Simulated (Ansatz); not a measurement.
`[NH2][Nb]([F])(=[S])[Cl]` + H₂O → `[OH][Nb]([F])(=[S])[Cl]` + NH₃ at 700 K and 1 bar (formal hydrolysis of the Nb–N bond).

Program: Ansatz. Geometries: PBE0-D4/def2-TZVP. ΔE: electronic, gas phase. CBS: MP2 limit from def2 TZ/QZ plus the TZ coupled-cluster correction, frozen cores. This one scheme is used for every species. def2 core potentials past Kr. For Nb outer-core shells are correlated without core-valence functions, which leaves a few kJ/mol of doubt a bond. One conformer a species, not always the lowest.

```tsv
species	CCSD(T)/CBS energy (Eh)	H − E (kJ/mol)	S (J/(mol·K))
`[NH2][Nb]([F])(=[S])[Cl]`	-1070.38350	151.2	466.1
H₂O	-76.37941	80.5	218.4
`[OH][Nb]([F])(=[S])[Cl]`	-1090.26754	115.1	454.0
NH₃	-56.50880	116.9	226.5
```

H − E and S are ideal-gas, rigid-rotor, harmonic terms from PBE0-D4/def2-TZVP, for one conformer and one mirror image of each species. 1 Eh = 2625.50 kJ/mol, R = 8.31446 J/(mol·K).

Q: By hand: ΔE, ΔH, ΔS and ΔG.

A: ΔE = (-1090.26754) + (-56.50880) − (-1070.38350) − (-76.37941) = -0.01343 Eh = -35.3 kJ/mol. Δ(H − E) = 115.1 + 116.9 − 151.2 − 80.5 = 0.3, so ΔH = -35.0 kJ/mol. ΔS = 454.0 + 226.5 − 466.1 − 218.4 = -4.0 J/(mol·K). ΔG = -35.0 − 700 × (-4.0)/1000 = -32.2 kJ/mol.

Q: By hand: the equilibrium constant, and the temperature at which ΔG would vanish if ΔH and ΔS stayed fixed.

A: log₁₀ K = −ΔG/(RT ln 10) = 2.4. ΔG = 0 at ΔH/ΔS = 8750 K, far beyond where these terms or the molecules hold.

The number of gas molecules stays the same, so ΔS is small and ΔH decides. A doubt of 5 kJ/mol in ΔE shifts log₁₀ K by 0.4 here. Other conformers and mirror images would add mixing entropy, several J/(mol·K) or more a flexible species. These are equilibria of isolated gas molecules and say nothing of rates. Largest T1 diagnostic: 0.023 (customary marks: 0.02 for closed shells, 0.045 for open ones).
